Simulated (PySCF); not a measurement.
Ne²⁺: excitation energy

Ne²⁺ [He] 2s2 2p4 (3P) → Ne²⁺ [He] 2s1 2p4 3s1 (5P), as a difference of total energies. Computed with PySCF 2.14 in x2c-TZVPPall with one added diffuse shell each of s, p, d type (6s4p3d1f, 40 functions), with the spin-free X2C one-electron Hamiltonian (Gaussian nucleus). Correlated levels: valence: 1s2 frozen; valence and next inner shell: nothing frozen. The calculations carry no spin-orbit coupling.

| method | excitation energy (eV) |
| --- | --- |
| UHF | 60.200 |
| LDA | 60.330 |
| PBE | 60.232 |
| PBE0 | 60.620 |
| r2SCAN | 60.443 |
| HSE06 | 60.605 |
| r2SCANh | 60.536 |
| BP86 | 60.412 |
| wB97X-V | 61.202 |
| MP2 (valence) | 61.020 |
| SCS-MP2 (valence) | 61.183 |
| MP2 (valence and next inner shell) | 61.012 |
| SCS-MP2 (valence and next inner shell) | 61.175 |

How much does correlation contribute at MP2 (valence and next inner shell)?

61.012 − (60.200) = 0.812 eV, measured against UHF.

The promoted electron is Rydberg-like, and one or two diffuse shells describe it only roughly, which tends to raise the upper state.
